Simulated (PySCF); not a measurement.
C2H5NOSi, SMILES O[Si@@H](N)C#C.

Geometry: PBE-D3(BJ)/def2-SVP. The structure was generated by enumeration; whether it is a known compound was not checked. The values are those of a single conformer.

Method: PySCF with PBE-D3(BJ)/def2-SVP.

Frequencies are harmonic and unscaled.

Question: List the normal modes with their intensities. (Estimate from the structure and the level; the computed values follow.)

Answer: 
```
mode  ν (cm⁻¹)  IR (km/mol)   moving atoms (share of kinetic energy)
----  --------  -----------  ---------------------------------------
1          122          3.6           O 30 %, C 27 %, H 23 %, N 12 %
2          144         15.7                   H 45 %, C 24 %, N 20 %
3          170          3.2           H 46 %, C 30 %, N 10 %, Si 9 %
4          255         41.5                           H 76 %, C 10 %
5          313        123.5                   H 66 %, N 15 %, C 14 %
6          336         37.5            H 40 %, C 36 %, O 11 %, N 9 %
7          374         35.1          C 49 %, H 20 %, Si 17 %, O 15 %
8          404        121.2  H 41 %, C 17 %, O 16 %, N 13 %, Si 13 %
9          594         42.3                  C 50 %, Si 32 %, H 11 %
10         697         22.6                           H 76 %, C 24 %
11         698         26.2                           H 76 %, C 24 %
12         708         25.8                                   H 88 %
13         778         65.4                   H 40 %, O 37 %, N 16 %
14         819         17.5                  H 68 %, N 20 %, Si 12 %
15         867        258.4                  H 60 %, Si 24 %, N 15 %
16         900         20.2                  H 65 %, O 19 %, Si 14 %
17         914        317.9          Si 38 %, H 36 %, O 15 %, N 10 %
18        1480         55.6                           H 89 %, N 11 %
19        2084         32.4                            C 90 %, H 9 %
20        2201        131.1                                   H 97 %
21        3389         43.9                           H 86 %, C 14 %
22        3503         30.0                                   H 96 %
23        3605         29.1                            H 91 %, N 9 %
24        3745         60.5                                   H 94 %
```
